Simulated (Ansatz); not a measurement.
Species: C$_{4}$H$_{9}$N, SMILES `C(=C)N(C)C` (C–C–N–C torsion 6°) (charge 0, multiplicity 1), formula C₄H₉N.

Problem. How many basis functions does frozen-core CCSD(T)/def2-TZVPP // CAM-B3LYP-D3(BJ)/def2-TZVP run with Ansatz (an electronic-structure program) use, how many core orbitals are frozen, and how many electrons are correlated?

Solution. 281 basis functions and 5 frozen orbitals, which leaves 30 correlated electrons. Core time is of the order of minutes.
